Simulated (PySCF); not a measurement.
PySCF input file for F5Nb, SMILES [F][Nb+]([F])([F])([F])[F] (connectivity only; charge and spin as stated), charge +1, multiplicity 2, IEF-PCM-B3LYP/def2-SVP. The structure is a stationary point at PBE0-D3(BJ)/def2-SVP. The multiplicity is an assumed one; other spin states were not compared. The def2 effective core potentials stand for the cores of Nb; spin–orbit coupling is left out.

```python
import numpy as np
from pyscf import gto, scf, dft
from pyscf.solvent import pcm

mol = gto.M(
    atom='''
    Nb   -0.00067077    0.21868569   -0.00000000
    F     0.01950099   -2.28386584   -0.00000000
    F    -0.17230745    1.99585753    0.00000001
    F     0.92233604   -0.15452083    1.48968370
    F    -1.68880982   -0.39918483    0.00000004
    F     0.92233597   -0.15452083   -1.48968374
    ''',
    basis='def2-SVP',
    ecp={'Nb': 'def2-svp'},
    charge=1,
    spin=1,
    max_memory=1600,
    verbose=3,
)
mf = dft.UKS(mol, xc='b3lyp').density_fit(auxbasis='def2-universal-jkfit')
mf.grids.level = 3
mf.conv_tol = 1e-9
mf.max_cycle = 100
mf.kernel()
fine, coarse = mf.grids, dft.Grids(mol).set(level=1).build(with_non0tab=True)
for _ in range(3):  # follow internal instabilities
    mf.grids = coarse
    mo, _, stable, _ = mf.stability(return_status=True, nroots=4)
    mf.grids = fine
    if stable:
        break
    mf.kernel(mf.make_rdm1(mo, mf.mo_occ))
res = {}
for name, eps in {'water': 78.355, 'N,N-dimethylformamide': 37.219, '1-octanol': 9.8629}.items():
    s = mf.PCM()
    s.with_solvent.method, s.with_solvent.eps, s.with_solvent.lebedev_order = 'IEF-PCM', eps, 29
    s.kernel(mf.make_rdm1())
    res[name] = (s.e_tot, eps, s.dip_moment(), s.mo_energy, s.converged)
    print(f'{name}: electrostatic solvation free energy {(s.e_tot - mf.e_tot) * 627.509474:.3f} kcal/mol')
```

Log of the run:

```

WARN: HOMO -0.646268342467368 >= LUMO -0.646268342467369

converged SCF energy = -555.645237876253  <S^2> = 0.75159886  2S+1 = 2.0015982
<class 'pyscf.df.df_jk.DFUKS'> wavefunction is stable in the internal stability analysis

WARN: PCM is an experimental feature. It is still in testing.
Features and APIs may be changed in the future.

converged SCF energy = -555.752841909092  <S^2> = 0.75157531  2S+1 = 2.0015747

WARN: System has nonzero charge 1; the dipole moment is origin-dependent.
Location of origin: [0. 0. 0.]

Dipole moment(X, Y, Z, Debye):  0.02546, -0.27629, -0.00000
water: electrostatic solvation free energy -67.523 kcal/mol

WARN: PCM is an experimental feature. It is still in testing.
Features and APIs may be changed in the future.

converged SCF energy = -555.751148844212  <S^2> = 0.75157591  2S+1 = 2.0015753

WARN: System has nonzero charge 1; the dipole moment is origin-dependent.
Location of origin: [0. 0. 0.]

Dipole moment(X, Y, Z, Debye):  0.02503, -0.27682, -0.00000
N,N-dimethylformamide: electrostatic solvation free energy -66.460 kcal/mol

WARN: PCM is an experimental feature. It is still in testing.
Features and APIs may be changed in the future.

converged SCF energy = -555.742310974407  <S^2> = 0.75157889  2S+1 = 2.0015783

WARN: System has nonzero charge 1; the dipole moment is origin-dependent.
Location of origin: [0. 0. 0.]

Dipole moment(X, Y, Z, Debye):  0.02333, -0.27961, -0.00000
1-octanol: electrostatic solvation free energy -60.914 kcal/mol
```

Self-consistency was reached.
